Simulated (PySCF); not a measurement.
Radial density of O²⁺ (oxygen, charge +2)

UHF, [He] 2s2 2p2, high-spin 3P determinant. Computed with PySCF 2.14 in aug-cc-pVDZ (4s3p2d, 23 functions), with the non-relativistic Hamiltonian (point nucleus).

```tsv
r (bohr)	4πr²ρ (e/bohr)	4πr²(ρα − ρβ)
0.00418	0.06436	0.0001
0.00704	0.1748	0.0002
0.0118	0.4564	0.0005
0.0199	1.138	0.0012
0.0335	2.591	0.0032
0.0563	5.115	0.0089
0.0947	7.902	0.0301
0.159	8.206	0.1317
0.268	4.740	0.5065
0.451	2.741	1.3185
0.758	3.958	1.9574
1.28	2.355	1.0839
2.15	0.2622	0.1042
3.61	0.003730	0.0028
6.07	0.0001004	0.0001
```
